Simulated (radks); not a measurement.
Question: These are the eigenvalues of the occupied orbitals of an atom or ion with whole-number occupations (Ry). Method: scalar-relativistic Kohn-Sham, PBE, spin-polarised, spherical densities, finite nucleus; Fermi nuclear charge, rms radius of each element as measured or else 0.836 A^(1/3) + 0.57 fm; computed with a radial shooting solver on a logarithmic mesh with Libxc functionals.

1s: -2860.534
2s: -465.7495
2p: -418.7576
3s: -109.1848
3p: -94.17198
3d: -72.60752
4s: -31.44916
4p: -26.52248
4d: -19.35481

Which element is it, and in what charge state? The configuration may be excited. Open shells, if any, are filled with parallel spins first.

Answer: Z = 57, lanthanum, charge +11: La11+ in [Kr] 4d10. The list shows which subshells hold electrons but not how many an open one holds; the 1s level, -1430.3 hartree, gives Z - s = 53.5 by -(Z - s)^2/2, which with screening and relativity narrows Z to a few neighbours, and the depths of the outer levels then fix element, charge and occupations together.
